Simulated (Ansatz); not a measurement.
The cluster Ag3H4. Total charge 0; doublet. Geometry PBE0-D4/def2-TZVP; atoms count from 1.

| atom | x (Å) | y (Å) | z (Å) |
| --- | --- | --- | --- |
| Ag1 | -1.289 | -2.184 | -0.582 |
| Ag2 | 0.012 | 0.152 | -0.019 |
| Ag3 | 0.756 | -2.110 | 1.323 |
| H4 | -1.306 | -0.384 | -1.105 |
| H5 | 1.209 | -0.293 | 1.237 |
| H6 | 0.585 | 2.420 | -0.168 |
| H7 | 0.034 | 2.398 | -0.687 |

In the def2 sets Ag takes a core potential; there is no spin–orbit coupling. In the doublet, H6 and H7 lie 0.76 Å apart (atoms count from 1), so H2 has formed as a molecule. Another isomer (doublet) lies 0.03 eV lower at PBE0-D4/def2-TZVP; other spin states weren't run for this one.

**Question.** Estimate the Mulliken populations from the PBE0/def2-TZVP orbitals of Ansatz.

**Answer.** 
```
atom  charge (e)  spin (α − β)  d electrons
 Ag1       -0.01          0.38         9.91
 Ag2        0.13          0.10         9.84
 Ag3       -0.01          0.38         9.91
  H4       -0.09          0.07            –
  H5       -0.09          0.06            –
  H6        0.03          0.00            –
  H7        0.03          0.00            –
```
Mulliken values depend strongly on the basis.

**Question.** Where does the spin sit?

**Answer.** Summed by element: Ag 0.87, H 0.13, of 1 unpaired in all. Largest on single atoms: Ag3 0.38, Ag1 0.38, Ag2 0.10.

**Question.** And the Mayer bond orders between heavy atoms (over 0.3)?

**Answer.** Ag1–Ag2 0.30 (2.73 Å); Ag1–Ag3 0.65 (2.80 Å); Ag2–Ag3 0.30 (2.73 Å).
